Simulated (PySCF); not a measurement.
Input for PySCF:
```python
from pyscf import gto, scf, dft

mol = gto.Mole()
mol.atom = '''
    Cl    0.000000    0.000000    0.000000
'''
mol.basis = '6-31g**'
mol.charge = -1
mol.spin = 0
mol.verbose = 4
mol.build()

mf = dft.RKS(mol)
mf.xc = 'wb97x'
mf = mf.density_fit(auxbasis='def2-universal-jkfit')
mf.kernel()
```

Give the total energy at the level DF-WB97X/6-31G** run with PySCF.

-460.2312 Eh

What HOMO energy does DF-WB97X/6-31G** give?

-2.45 eV
